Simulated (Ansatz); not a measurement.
One change: `CC(C)[O][Ge][OH]` becomes `CC(C)OB(O)F`.

Ansatz, PBE0-D4/def2-TZVP geometries, multiplicity 1. Each molecule was computed in one conformer, which needn't be the lowest.

Scalar relativity is left out up to krypton.

```tsv
property	`CC(C)[O][Ge][OH]`
HOMO energy (PBE0/def2-TZVPP) / eV	-7.21
HOMO energy (PBE/def2-TZVPP) / eV	-5.99
HOMO–LUMO gap (B3LYP/def2-TZVPP) / eV	5.35
size of the dipole moment (PBE/def2-TZVPP) / D	2.29
HOMO–LUMO gap (ωB97M-V/def2-TZVPP) / eV	9.91
size of the dipole moment (ωB97M-V/def2-TZVPP) / D	2.31
```

Question: What does the change do to each property? (An estimate is asked.)

Answer: Ansatz gave: 
| property | `CC(C)OB(O)F` | shift |
| --- | --- | --- |
| HOMO energy (PBE0/def2-TZVPP) / eV | -8.63 | -1.42 |
| HOMO energy (PBE/def2-TZVPP) / eV | -7.09 | -1.10 |
| HOMO–LUMO gap (B3LYP/def2-TZVPP) / eV | 8.69 | 3.34 |
| size of the dipole moment (PBE/def2-TZVPP) / D | 1.71 | -0.58 |
| HOMO–LUMO gap (ωB97M-V/def2-TZVPP) / eV | 13.00 | 3.09 |
| size of the dipole moment (ωB97M-V/def2-TZVPP) / D | 1.77 | -0.54 |

With PBE0 the HOMO falls by 1.42 eV and the LUMO rises by 2.14 eV, so the gap widens by about 3.56 eV. PBE moves the HOMO by -1.10 eV and ωB97M-V by -1.58 eV. Dipoles are sizes alone; their direction can turn.

B3LYP here is the variant with VWN-RPA as its local correlation; programs differ in this.

Positive LUMOs are unbound, so they and the gaps depend on the basis.
